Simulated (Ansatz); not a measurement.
Results of the Gaussian-basis code of Ansatz.

CH$_{7}$GaSSi, SMILES `S[SiH2][CH2][GaH2]` at its PBE0-D4/def2-TZVP geometry, where that method's forces vanish. Charge 0, multiplicity 1.

```tsv
atom	x (Å)	y (Å)	z (Å)
S1	-0.6019	-2.4077	1.6808
Si2	0.3098	-0.6115	0.9475
C3	-0.4179	0.0179	-0.6414
Ga4	0.5516	1.5615	-1.3941
H5	-1.8158	-1.8547	1.8443
H6	1.7333	-1.0021	0.7707
H7	0.2349	0.4545	1.9832
H8	-1.4549	0.3114	-0.4494
H9	-0.4109	-0.8008	-1.3669
H10	0.1366	3.0178	-0.9796
H11	1.7352	1.3138	-2.3949
```

Task: For each bond, give half the difference of the two atoms' forces along it (eV/Å; positive pushes the atoms apart) under PBE-D4, r2SCAN-D4, B3LYP-D4, ωB97M-V in def2-TZVPP. (An estimate is asked.)

Result: The calculation gave: 
```csv
bond,length (Å),PBE-D4,r2SCAN-D4,B3LYP-D4,ωB97M-V
S1–Si2,2.144,0.13,0.06,0.16,0.06
S1–H5,1.344,0.25,0.01,-0.02,-0.09
Si2–C3,1.857,0.04,0.04,0.07,0.04
Si2–H6,1.487,0.08,-0.03,-0.12,-0.12
Si2–H7,1.488,0.05,-0.03,-0.12,-0.13
C3–Ga4,1.972,0.02,0.01,0.18,0.06
C3–H8,1.095,0.10,0.00,-0.08,-0.05
C3–H9,1.094,0.10,0.00,-0.09,-0.05
Ga4–H10,1.570,0.02,-0.08,-0.05,-0.09
Ga4–H11,1.570,0.02,-0.08,-0.05,-0.09
```

B3LYP here is the variant with VWN-RPA as its local correlation; programs differ in this.
